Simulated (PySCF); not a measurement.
Input and output of a TDDFT job on `[N](C)(C)[GaH][C]#CC`.

Level of theory: PySCF 2.14.0, density-fitted response routines, TDDFT wB97X-D/def2-SVPD, vertical, gas phase, core orbitals frozen in the response.

Input of the driver that calls PySCF (job settings, then Cartesian coordinates in Å):

```
{"job": {"kind": "uv", "xc": "wB97X-D", "basis": "def2-SVPD", "nstates": 8, "ntriplets": 3}, "charge": 0, "multiplicity": 1}
C      4.0886    -0.1299     0.1336
C      2.6844    -0.4794     0.0918
C      1.5063    -0.7622     0.0570
Ga    -0.3711    -1.2657     0.0071
N     -1.6613     0.0288    -0.0260
C     -3.0722    -0.2942    -0.0686
C     -1.3875     1.4500    -0.0244
H      4.6991    -1.0298     0.0646
H      4.3162     0.3819     1.0685
H      4.3333     0.5288    -0.6995
H     -0.8904    -2.7267    -0.0053
H     -3.5458     0.0992    -0.9774
H     -3.1839    -1.3842    -0.0601
H     -3.6032     0.1196     0.7986
H     -0.3038     1.5974     0.0090
H     -1.7800     1.9349    -0.9280
H     -1.8356     1.9434     0.8480
```

The driver printed:

```
coarse grid: 63160 points
cycle   1  E = -2175.5933768798  dE =  1.825e-01  |g| = 6.027e-01  |ddm| = 8.384e+00
cycle   2  E = -2175.5948242017  dE = -1.447e-03  |g| = 6.742e-01  |ddm| = 3.454e+00
cycle   3  E = -2175.6643313131  dE = -6.951e-02  |g| = 6.191e-02  |ddm| = 1.673e+00
cycle   4  E = -2175.6651652076  dE = -8.339e-04  |g| = 3.853e-02  |ddm| = 2.212e-01
cycle   5  E = -2175.6655061432  dE = -3.409e-04  |g| = 9.627e-03  |ddm| = 1.178e-01
cycle   6  E = -2175.6655278027  dE = -2.166e-05  |g| = 3.164e-03  |ddm| = 2.663e-02
cycle   7  E = -2175.6655309754  dE = -3.173e-06  |g| = 1.572e-03  |ddm| = 1.741e-02
final grid: 134048 points
cycle   8  E = -2175.6654468972  dE = -1.330e-06  |g| = 2.145e-03  |ddm| = 2.480e-02
cycle   9  E = -2175.6654458370  dE =  1.060e-06  |g| = 3.104e-03  |ddm| = 1.312e-02
cycle  10  E = -2175.6654480778  dE = -2.241e-06  |g| = 1.691e-04  |ddm| = 6.820e-03
cycle  11  E = -2175.6654480877  dE = -9.833e-09  |g| = 9.146e-05  |ddm| = 6.700e-04
cycle  12  E = -2175.6654480922  dE = -4.497e-09  |g| = 4.700e-05  |ddm| = 3.249e-04
cycle  13  E = -2175.6654480932  dE = -9.823e-10  |g| = 1.132e-05  |ddm| = 2.081e-04
converged SCF energy = -2175.6654480932

Static polarisability (au): isotropic 100.430, principal 71.374 92.361 137.555

Singlet excitations
state   eV       nm        f      main configurations
  1   4.9400    251.0   0.19456   H->L 0.96
  2   5.3033    233.8   0.00021   H-1->L 0.90
  3   5.8271    212.8   0.00399   H->L+1 0.59, H->L+2 0.20, H->L+4 0.12
  4   5.9225    209.3   0.02944   H-2->L 0.73, H-1->L+2 0.12
  5   6.3972    193.8   0.00001   H-2->L+2 0.37, H->L+2 0.12, H-2->L+3 0.11
  6   6.6664    186.0   0.01682   H->L+4 0.42, H->L+3 0.21, H-3->L 0.11
  7   6.7617    183.4   0.02998   H-3->L 0.78
  8   6.9439    178.6   0.00031   H->L+2 0.45, H->L+1 0.09, H-2->L+3 0.09

Triplet excitations (Tamm-Dancoff, eV): 3.9880 4.9081 5.0688
```

The SCF starts on a coarse grid; the energy jumps when the final grid takes over, and dE counts afresh there. The run used 238 basis functions and 13 SCF iterations for the ground state.

On one thread of an Arm Neoverse N1, shared host with 64 logical CPUs at a one-minute load of 60, this took 2.1 min wall (grids of density and orbitals included) and 1.0 GiB of memory at its peak.

Task: What transition dipole does the oscillator strength of state 1, the strongest, imply?

Result: From f = (2/3)·ΔE·|μ|² in atomic units, ΔE = 0.1815 Eh and f = 0.1946 give |μ| = 1.27 au (3.22 D).

Geometry: GFN2-xTB; no solvent, vibrations or thermal averaging. GFN2-xTB frequencies show an imaginary mode (21i cm⁻¹), so this geometry is no minimum at that level. The wB97X-D/def2-SVPD calculation is non-relativistic and has no spin–orbit coupling, an omission that weighs most on gallium.

wB97X-D is run here without its empirical dispersion term; that term would change no orbital, density or response property at a fixed geometry.
